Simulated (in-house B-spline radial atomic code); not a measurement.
Ionisation energies along the 31-electron series, configuration [Ar] 3d10 4s2 4p1, as differences of self-consistent energies. Dirac energy differences include first-order Breit, QED and recoil terms. NIST's values go from ground level to ground level; the uncertainty of those that are theory runs from under 0.1 % in few-electron ions to several per cent in heavy many-electron ones. Computed with a radial B-spline atomic code at the basis-set limit: Dirac-Hartree-Fock, average of the configuration, finite nuclei.

| ion | configuration after | ionisation energy (eV) | IE/(q+1)² (eV) | Breit and QED recoil part (eV) | tabulated value (eV) | tabulated kind | computed minus tabulated (eV) |
| --- | --- | --- | --- | --- | --- | --- | --- |
| Ga | [Ar] 3d10 4s2 | 5.44 | 5.4438 | -0.00040759 | 5.999302 | measured | -0.56 |
| Ge+ | [Ar] 3d10 4s2 | 15.14 | 3.7856 | -0.0036388 | 15.93461 | measured | -0.79 |
| As2+ | [Ar] 3d10 4s2 | 27.36 | 3.0403 | -0.0079901 | 28.349 | measured | -0.99 |
| Se3+ | [Ar] 3d10 4s2 | 41.81 | 2.6128 | -0.013456 | 42.947 | measured | -1.14 |
| Br4+ | [Ar] 3d10 4s2 | ? | ? | ? | ? | measured | ? |
| Kr5+ | [Ar] 3d10 4s2 | 76.83 | 2.1341 | -0.028021 | 78.49 | semi-empirical | -1.66 |
| Rb6+ | [Ar] 3d10 4s2 | ? | ? | ? | ? | semi-empirical | ? |
| Sr7+ | [Ar] 3d10 4s2 | 119.59 | 1.8687 | -0.047943 | 121.21 | semi-empirical | -1.62 |
| Zr9+ | [Ar] 3d10 4s2 | ? | ? | ? | ? | semi-empirical | ? |
| Nb10+ | [Ar] 3d10 4s2 | 197.70 | 1.6339 | -0.0893 | 200.28 | semi-empirical | -2.58 |

Question: Fill in the row of Br4+.

Answer: ionisation energy (eV): 58.32; IE/(q+1)² (eV): 2.3329; Breit and QED recoil part (eV): -0.020115; tabulated value (eV): 59.595; computed minus tabulated (eV): -1.27.

Question: Fill in the row of Rb6+.

Answer: ionisation energy (eV): 97.26; IE/(q+1)² (eV): 1.985; Breit and QED recoil part (eV): -0.037275; tabulated value (eV): 98.67; computed minus tabulated (eV): -1.41.

Question: Fill in the row of Zr9+.

Answer: ionisation energy (eV): 169.83; IE/(q+1)² (eV): 1.6983; Breit and QED recoil part (eV): -0.07388; tabulated value (eV): 172.02; computed minus tabulated (eV): -2.19.

Where a p, d or f electron is removed, the computed value is a mean over both j, so it misses the tabulated one by a part of the spin-orbit splitting; averaging over terms and missing correlation add to the gap, relatively most at low charge.
